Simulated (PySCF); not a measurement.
dimethyl diselenide (C₂H₆Se₂), singlet, geometry from GFN2-xTB; PySCF with DF-PBE/pcseg-1.

The PySCF input:
```python
from pyscf import gto, scf, dft

mol = gto.Mole()
mol.atom = '''
    C     1.968559   -1.176134    0.159054
    Se    0.979498    0.507549    0.433550
    Se   -0.959918    0.039424   -0.694255
    C    -2.037413   -0.747376    0.757753
    H     2.964965   -1.030416    0.564544
    H     2.022396   -1.386605   -0.905073
    H     1.466846   -1.984399    0.683848
    H    -3.034512   -0.912441    0.361485
    H    -2.073845   -0.050680    1.590130
    H    -1.598429   -1.691481    1.068196
'''
mol.basis = 'pcseg-1'
mol.charge = 0
mol.spin = 0
mol.verbose = 4
mol.build()

mf = dft.RKS(mol)
mf.xc = 'pbe'
mf = mf.density_fit(auxbasis='def2-universal-jkfit')
mf.kernel()
mf.analyze()
```

What the program printed (banner, timings and long lists left out):

```
PySCF version 2.14.0

[INPUT] verbose = 4
[INPUT] num. atoms = 10
[INPUT] num. electrons = 86
[INPUT] charge = 0
[INPUT] spin (= nelec alpha-beta = 2S) = 0
[INPUT] symmetry False subgroup None
[INPUT] Mole.unit = angstrom
[INPUT] Symbol           X                Y                Z      unit          X                Y                Z       unit  Magmom
[INPUT]  1 C      1.968559000000  -1.176134000000   0.159054000000 AA    3.720037370048  -2.222571145789   0.300568499017 Bohr   0.0
[INPUT]  2 Se     0.979498000000   0.507549000000   0.433550000000 AA    1.850982959559   0.959128604797   0.819290761305 Bohr   0.0
[INPUT]  3 Se    -0.959918000000   0.039424000000  -0.694255000000 AA   -1.813982122040   0.074500562735  -1.311951810610 Bohr   0.0
[INPUT]  4 C     -2.037413000000  -0.747376000000   0.757753000000 AA   -3.850152572628  -1.412335952073   1.431945640068 Bohr   0.0
[INPUT]  5 H      2.964965000000  -1.030416000000   0.564544000000 AA    5.602971818921  -1.947204034370   1.066833545266 Bohr   0.0
[INPUT]  6 H      2.022396000000  -1.386605000000  -0.905073000000 AA    3.821774555416  -2.620303692953  -1.710340092738 Bohr   0.0
[INPUT]  7 H      1.466846000000  -1.984399000000   0.683848000000 AA    2.771937206914  -3.749970631861   1.292285430832 Bohr   0.0
[INPUT]  8 H     -3.034512000000  -0.912441000000   0.361485000000 AA   -5.734396601706  -1.724263594824   0.683107648138 Bohr   0.0
[INPUT]  9 H     -2.073845000000  -0.050680000000   1.590130000000 AA   -3.918999074799  -0.095771319993   3.004910202455 Bohr   0.0
[INPUT] 10 H     -1.598429000000  -1.691481000000   1.068196000000 AA   -3.020593039562  -3.196435834905   2.018597887356 Bohr   0.0

nuclear repulsion = 543.933735878586
number of shells = 24
number of NR pGTOs = 256
number of NR cGTOs = 112
basis = pcseg-1
ecp = {}

******** <class 'pyscf.df.df_jk.DFRKS'> ********
method = DFRKS
initial guess = minao
damping factor = 0
level_shift factor = 0
DIIS = <class 'pyscf.scf.diis.CDIIS'>
diis_start_cycle = 1
diis_space = 8
diis_damp = 0
SCF conv_tol = 1e-09
SCF conv_tol_grad = None
SCF max_cycles = 50
direct_scf = False
XC library pyscf.dft.libxc version 7.1.2
    S. Lehtola, C. Steigemann, M. J. T. Oliveira, and M. A. L. Marques,  SoftwareX 7, 1–5 (2018)
XC functionals = pbe
    J. P. Perdew, K. Burke, and M. Ernzerhof,  Phys. Rev. Lett. 77, 3865 (1996)
    J. P. Perdew, K. Burke, and M. Ernzerhof,  Phys. Rev. Lett. 78, 1396 (1997)
    J. P. Perdew, K. Burke, and M. Ernzerhof,  Phys. Rev. Lett. 77, 3865 (1996)
    J. P. Perdew, K. Burke, and M. Ernzerhof,  Phys. Rev. Lett. 78, 1396 (1997)
radial grids:
    Treutler-Ahlrichs [JCP 102, 346 (1995); DOI:10.1063/1.469408] (M4) radial grids

becke partition: Becke, JCP 88, 2547 (1988); DOI:10.1063/1.454033
pruning grids: <function nwchem_prune>
grids dens level: 3
symmetrized grids: False
atomic radii adjust function: <function treutler_atomic_radii_adjust>
small_rho_cutoff = 0
Set gradient conv threshold to 3.16228e-05
Initial guess from minao.
tot grids = 127936
init E= -4879.79190697944
  HOMO = -0.255003635397458  LUMO = -0.103517860369282  gap/eV = 4.12214
cycle= 1 E= -4881.51870561114  delta_E= -1.73  |g|= 0.375  |ddm|= 3.28
  HOMO = -0.178293412680144  LUMO = -0.0497986873719856  gap/eV = 3.49652
cycle= 2 E= -4881.45456996821  delta_E= 0.0641  |g|= 0.604  |ddm|= 0.906
  HOMO = -0.188384130016194  LUMO = -0.0533541070652768  gap/eV = 3.67435
cycle= 3 E= -4881.55499800449  delta_E= -0.1  |g|= 0.0846  |ddm|= 0.647
  HOMO = -0.198547023167482  LUMO = -0.063303294582385  gap/eV = 3.68017
cycle= 4 E= -4881.55758545817  delta_E= -0.00259  |g|= 0.0191  |ddm|= 0.174
  HOMO = -0.196909558478987  LUMO = -0.0615096013318919  gap/eV = 3.68442
cycle= 5 E= -4881.55770498754  delta_E= -0.00012  |g|= 0.00424  |ddm|= 0.0357
  HOMO = -0.197250690322949  LUMO = -0.0617605848489498  gap/eV = 3.68687
cycle= 6 E= -4881.55771131299  delta_E= -6.33e-06  |g|= 0.000738  |ddm|= 0.00704
  HOMO = -0.197206123721779  LUMO = -0.0617160721050469  gap/eV = 3.68687
cycle= 7 E= -4881.557711482  delta_E= -1.69e-07  |g|= 0.000238  |ddm|= 0.00139
  HOMO = -0.197210192508413  LUMO = -0.0617239432110965  gap/eV = 3.68677
cycle= 8 E= -4881.55771150256  delta_E= -2.06e-08  |g|= 2.48e-05  |ddm|= 0.00046
  HOMO = -0.197207937201216  LUMO = -0.0617213181998433  gap/eV = 3.68678
cycle= 9 E= -4881.55771150276  delta_E= -2.06e-10  |g|= 7.67e-06  |ddm|= 5.56e-05
  HOMO = -0.197209982762179  LUMO = -0.0617237450532619  gap/eV = 3.68677
Extra cycle  E= -4881.55771150275  delta_E= 1.46e-11  |g|= 7.47e-06  |ddm|= 2.77e-05
converged SCF energy = -4881.55771150275
**** SCF Summaries ****
Total Energy =                       -4881.557711502749044
Nuclear Repulsion Energy =             543.933735878586049
One-electron Energy =                -7878.401272163220710
Two-electron Energy =                 2452.909824781885163
Two-electron Coulomb Energy =         2639.474972539856026
DFT Exchange-Correlation Energy =     -186.565147757970720
HOMO-LUMO gap [eV] =                     3.686768314694827
**** MO energy ****
MO #1   energy= -451.97863696758   occ= 2
MO #2   energy= -451.978630803204  occ= 2
MO #3   energy= -57.3389638549088  occ= 2
MO #4   energy= -57.3389629869363  occ= 2
MO #5   energy= -51.521388247694   occ= 2
MO #6   energy= -51.5213830383707  occ= 2
MO #7   energy= -51.5201473809437  occ= 2
MO #8   energy= -51.5201465505444  occ= 2
MO #9   energy= -51.5170443567671  occ= 2
MO #10  energy= -51.5170435078773  occ= 2
MO #11  energy= -9.90792141080439  occ= 2
MO #12  energy= -9.90791625978509  occ= 2
MO #13  energy= -7.52932751871709  occ= 2
MO #14  energy= -7.52930654410101  occ= 2
MO #15  energy= -5.54667665648359  occ= 2
MO #16  energy= -5.54651711225106  occ= 2
MO #17  energy= -5.5417875332104   occ= 2
MO #18  energy= -5.54175366138935  occ= 2
MO #19  energy= -5.53056145341956  occ= 2
MO #20  energy= -5.53056122210509  occ= 2
MO #21  energy= -1.98941671468628  occ= 2
MO #22  energy= -1.98735211335302  occ= 2
MO #23  energy= -1.98734757047362  occ= 2
MO #24  energy= -1.98620452575731  occ= 2
MO #25  energy= -1.97864810939429  occ= 2
MO #26  energy= -1.9786297081055   occ= 2
MO #27  energy= -1.97509303168753  occ= 2
MO #28  energy= -1.9750094684949   occ= 2
MO #29  energy= -1.97350062962106  occ= 2
MO #30  energy= -1.97289290025602  occ= 2
MO #31  energy= -0.715593068462077 occ= 2
MO #32  energy= -0.671247121237689 occ= 2
MO #33  energy= -0.60191630370349  occ= 2
MO #34  energy= -0.529556044811592 occ= 2
MO #35  energy= -0.394823731031051 occ= 2
MO #36  energy= -0.384086735512552 occ= 2
MO #37  energy= -0.382733523051989 occ= 2
MO #38  energy= -0.376734134617417 occ= 2
MO #39  energy= -0.338793198285236 occ= 2
MO #40  energy= -0.311219564225438 occ= 2
MO #41  energy= -0.27658182425639  occ= 2
MO #42  energy= -0.198099821805986 occ= 2
MO #43  energy= -0.197209982762179 occ= 2
MO #44  energy= -0.0617237450532619 occ= 0
MO #45  energy= -0.00967437200498347 occ= 0
MO #46  energy= -0.0073826046180639 occ= 0
MO #47  energy= 0.0303125143057872 occ= 0
MO #48  energy= 0.0652870836617501 occ= 0
MO #49  energy= 0.0797074527716548 occ= 0
MO #50  energy= 0.088568267834976  occ= 0
MO #51  energy= 0.0916746266266788 occ= 0
 ** Mulliken pop on meta-lowdin orthogonal AOs  **
 ** Mulliken pop  **
 ** Mulliken atomic charges  **
charge of    0C =     -0.38187
charge of    1Se =      0.01622
charge of    2Se =      0.01623
charge of    3C =     -0.38187
charge of    4H =      0.12330
charge of    5H =      0.12394
charge of    6H =      0.11841
charge of    7H =      0.12330
charge of    8H =      0.12394
charge of    9H =      0.11841
Dipole moment(X, Y, Z, Debye): -0.05739, -1.60339,  0.76420
```
